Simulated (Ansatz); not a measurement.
Molecule: C3H, charge -1, multiplicity 1. It need not be the lowest isomer of its formula. 
Coordinates optimised at B3LYP-D3(BJ)/def2-TZVP (Ansatz, a quantum-chemistry and plane-wave program):
```xyz
4

C      0.0259     0.0114    -1.2303
C      0.0170     0.0051     0.1134
C      0.1183     0.0342     1.3865
H     -0.9666    -0.3046    -1.6171
```
Charge -1, spin multiplicity 1.

Parts of the frozen-core correlation energy in STO-3G (Ansatz, hartree). Frozen orbitals: 3; correlated occupied orbitals by spin: 7 and 7; virtual: 6 and 6. Spin-orbit coupling is left out. Non-relativistic. The restricted reference is unstable.

| term | value |
|---|---|
| reference (HF) | -112.38227 |
| MP2 opposite-spin | -0.12988 |
| MP2 same-spin | -0.03684 |
| CCSD correlation | -0.19513 |
| (T) | -0.00713 |
| FCI minus CCSD(T) | -0.00250 |
| T1 diagnostic | 0.022 |
| largest doubles amplitude | 0.112 |
